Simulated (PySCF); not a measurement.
SMILES C[N](C)[GeH]([NH2])[NH2] (C2H11GeN3), GFN2-xTB optimised geometry.

```
17

Ge    -0.82     0.64     0.00
N     -1.24    -0.43    -1.40
N      1.00     0.64     0.00
N     -1.56    -0.16     1.46
C     -1.88     0.59     2.65
C     -1.24    -1.54     1.74
H     -1.46     2.04     0.00
H     -0.81    -0.22    -2.29
H     -2.23    -0.59    -1.55
H      1.46     1.23     0.68
H      1.46     0.77    -0.89
H     -2.77     0.16     3.13
H     -1.07     0.58     3.39
H     -2.09     1.62     2.38
H     -2.10    -2.04     2.19
H     -0.98    -2.04     0.81
H     -0.39    -1.63     2.44
```

Density from PySCF with PBE0/def2-SVP at that geometry.

Minimum of the electron density along straight lines between bonded atoms, close to the bond critical point (lines longer than 1.1 times the sum of covalent radii, or with two minima, are not listed):

| bond | length / Å | ρ at the minimum / e bohr⁻³ | ∇²ρ there / e bohr⁻⁵ | position (fraction from the first atom) |
|---|---|---|---|---|
| Ge1–N2 | 1.812 | 0.145 | 0.46 | 0.47 |
| Ge1–N3 | 1.825 | 0.141 | 0.44 | 0.47 |
| Ge1–N4 | 1.820 | 0.143 | 0.45 | 0.47 |
| N4–C5 | 1.442 | 0.273 | -0.78 | 0.61 |
| N4–C6 | 1.444 | 0.272 | -0.77 | 0.61 |
| Ge1–H7 | 1.529 | 0.135 | 0.05 | 0.59 |
| N2–H8 | 1.009 | 0.332 | -1.51 | 0.76 |
| N2–H9 | 1.009 | 0.331 | -1.52 | 0.76 |
| N3–H10 | 1.009 | 0.331 | -1.52 | 0.76 |
| N3–H11 | 1.009 | 0.331 | -1.51 | 0.76 |
| C5–H12 | 1.095 | 0.276 | -1.01 | 0.63 |
| C5–H13 | 1.099 | 0.274 | -0.99 | 0.62 |
| C5–H14 | 1.090 | 0.279 | -1.04 | 0.63 |
| C6–H15 | 1.095 | 0.275 | -1.00 | 0.62 |
| C6–H16 | 1.088 | 0.282 | -1.08 | 0.64 |
| C6–H17 | 1.098 | 0.274 | -0.99 | 0.62 |
